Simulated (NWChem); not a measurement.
System: C3H5BO; SMILES C#CB(C)O

```xyz
10

B     -0.0653    -0.4606    -0.0012
C     -0.0059     1.0869     0.0007
C      0.0400     2.3038     0.0030
H      0.0864     3.3785     0.0059
C      1.2373    -1.3315    -0.0009
H      1.0202    -2.4089    -0.0120
H      1.8504    -1.0993     0.8862
H      1.8660    -1.0827    -0.8721
O     -1.2746    -1.0760    -0.0003
H     -2.0084    -0.4515     0.0002
```
Atoms are numbered in this order, from 1.

All runs: NWChem. Pople sets run with spherical d functions. The geometry was optimised at PBE0/def2-SVP. Atomic charges in e: unrestrained fits to the electrostatic potential beside Mulliken populations; buried atoms are poorly determined by the fit.

Estimate the computed values for Hartree-Fock/6-31G*. Quantities: ESP B1; Mulliken B1; ESP C2; Mulliken C2; ESP C3; Mulliken C3; ESP C5; Mulliken C5; ESP O9; Mulliken O9; relative RMS misfit of the potential (%).

ESP B1: 0.86
Mulliken B1: 0.67
ESP C2: -0.37
Mulliken C2: -0.21
ESP C3: -0.25
Mulliken C3: -0.30
ESP C5: -0.38
Mulliken C5: -0.73
ESP O9: -0.78
Mulliken O9: -0.72
relative RMS misfit of the potential (%): 25
